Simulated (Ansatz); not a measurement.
A run on H2MoO2S2, SMILES `[OH][Mo]([OH])(=[S])=[S]` with other settings.

```yaml
crystal:
  periodic: [false, false, false]
  atoms:
    - {symbol: O, position_ang: [-1.403823, 0.252191, 0.624066]}
    - {symbol: Mo, position_ang: [0.032102, 0.038229, -0.281291]}
    - {symbol: O, position_ang: [1.300450, -0.504345, 0.730755]}
    - {symbol: S, position_ang: [-0.306555, -1.263474, -1.667490]}
    - {symbol: S, position_ang: [0.561815, 1.714594, -1.081213]}
    - {symbol: H, position_ang: [-1.662029, 1.057861, 0.883883]}
    - {symbol: H, position_ang: [1.534343, -1.357710, 0.749247]}
basis:
  gaussian: {orbitals: def2-mTZVPP}
magnetization: {spin_polarized: false, initial_magnetization: 2}
hamiltonian: {xc: {name: SVWN5}}
output: {forces: true}
```

```sh
$ ansatz run in.yaml --threads 4 --pin off --events-out ev --progress --plain --max-ram 10444MiB
```

Shortened log:

```
Functional definition: SVWN5
1209 factors; their error is unknown
mean field evaluation 1: about -27531.0678 eV, gradient 9.7e1 eV
mean field evaluation 2: about -27331.7314 eV, gradient 2.8e2 eV
mean field evaluation 4: about -27545.2480 eV, gradient 3.3e1 eV
mean field evaluation 8: about -27548.2498 eV, gradient 1.7e0 eV
mean field evaluation 16: about -27548.2642 eV, gradient 4.8e-2 eV
mean field evaluation 32: about -27548.2642 eV, gradient 2.2e-5 eV
mean field -27548.26423094 eV, -1012.3800376028 hartree, gradient 1.4e-6 eV, S^2 2.000000; 8 other end points of the search recorded, 0 dependent functions left out
reference -27548.26428549 eV, -1012.3800396077 hartree; 33, 31 occupied and 112, 114 virtual orbitals, 1209 factors
Total energy: -27548.26428549 eV, -1012.3800396077 hartree
Atom 0 at    -1.403823     0.252191     0.624066 Å, force    -4.614378    -4.428885     2.470471 eV/Å
Atom 1 at     0.032102     0.038229    -0.281291 Å, force    -0.308793    -0.605525     3.533403 eV/Å
Atom 2 at     1.300450    -0.504345     0.730755 Å, force     4.002011     3.228097     4.535822 eV/Å
Atom 3 at    -0.306555    -1.263474    -1.667490 Å, force    -1.806632    -6.967876    -7.953565 eV/Å
Atom 4 at     0.561815     1.714594    -1.081213 Å, force     2.919328     9.149840    -4.778227 eV/Å
Atom 5 at    -1.662029     1.057861     0.883883 Å, force    -2.177497     5.631931     1.911532 eV/Å
Atom 6 at     1.534343    -1.357710     0.749247 Å, force     1.985962    -6.007583     0.280565 eV/Å
Dipole moment:    -0.028685    -0.056258     0.328264 e Å
```

Hardware: 4 threads of an Arm Neoverse V2 on a shared host. Wall time 5.5 s, peak host memory 0.41 GiB.
